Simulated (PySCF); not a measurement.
ZnH, SMILES [ZnH+] (connectivity only; charge and spin as stated), charge +1, multiplicity 1.

Geometry: PBE-D3(BJ)/def2-TZVPD. The spin state was assumed, not searched.

Two levels are set side by side: PBE/def2-TZVPD (PySCF) and CAM-B3LYP/def2-TZVPD (PySCF). Same geometry, gas phase. Differences are taken from unrounded values.

```csv
quantity,CAM-B3LYP
orbital gap (eV),8.71
highest occupied level (eV),-18.06
lowest empty level (eV),-9.35
mean polarisability (bohr³),17.9
```

Question: What does PBE give, and how far is it from CAM-B3LYP? (An estimate is asked for; the answer gives what the named calculation found.)

Answer: 
```
quantity                        PBE  PBE minus CAM-B3LYP
---------------------------  ------  -------------------
orbital gap (eV)               4.41                -4.30
highest occupied level (eV)  -15.65                 2.41
lowest empty level (eV)      -11.24                -1.89
mean polarisability (bohr³)    18.1                  0.2
```

Without exact exchange PBE keeps part of each electron's self-repulsion, which lifts occupied levels and narrows the gap. Differences between two approximate levels are no errors against the true value.

Rough cost on one machine, each run with all the roots and properties that it gave: CAM-B3LYP against PBE within a factor of 2.
